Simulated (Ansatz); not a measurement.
`F[CH]1[O][AlH]1` → Al• + C• + F• + 2 H• + O•  (atomization)

Isolated molecules relaxed with PBE0-D4/def2-TZVP in Ansatz; ΔE leaves out vibrations. CCSD(T)/CBS is the MP2 limit (def2-TZVPP, def2-QZVPP) plus CCSD(T) − MP2 in def2-TZVPP, frozen cores. This one scheme is used for every species, atoms too. DFT in def2-TZVPP. No spin–orbit coupling; open shells (•) take unrestricted orbitals. Spin–orbit coupling would lower the free atoms: a little for Al, C, F, O.

CCSD(T)/CBS gives +21.45 eV.

**Question.** Another level gave +21.40 eV. Which?
A. r2SCAN0-D4/def2-TZVPP
B. PBE0/def2-TZVPP
C. CAM-B3LYP/def2-TZVPP
D. BHLYP-D4/def2-TZVPP

**Answer.** C. CAM-B3LYP 21.40, r2SCAN0-D4 20.84, PBE0 21.26, BHLYP-D4 20.07 eV.

**Question.** What do rigid-rotor, harmonic-oscillator terms from PBE0-D4/def2-TZVP frequencies (298.15 K, 1 bar) make of the CCSD(T)/CBS value? (An estimate is asked.)

**Answer.** Computed: ΔZPE = -0.79 eV, ΔH = +20.90 eV, ΔS = 589 J/(mol·K), ΔG = +19.09 eV. Open shells count their whole term as degenerate.

Largest T1 diagnostic among the species: 0.018.

The D4 term adds +0.15 eV with B3LYP and +0.07 eV with PBE0; it sums over pairs of atoms, weighted by their polarisabilities, and B3LYP, whose exchange is more repulsive, gets the larger term. At CCSD(T), def2-SVP lies −1.53 eV from the extrapolated value and def2-TZVPP −0.75 eV: correlation converges slowly with the basis, and small sets miss more of it in the bonded molecule than in its fragments.

B3LYP here is the variant with VWN-RPA as its local correlation; programs differ in this.

For atomizations the MP2-based limit and the directly extrapolated one differ by several kJ/mol either way, and by 10 to 25 for some Ge, Se and Sn compounds, so smaller differences from it don't rank the levels.
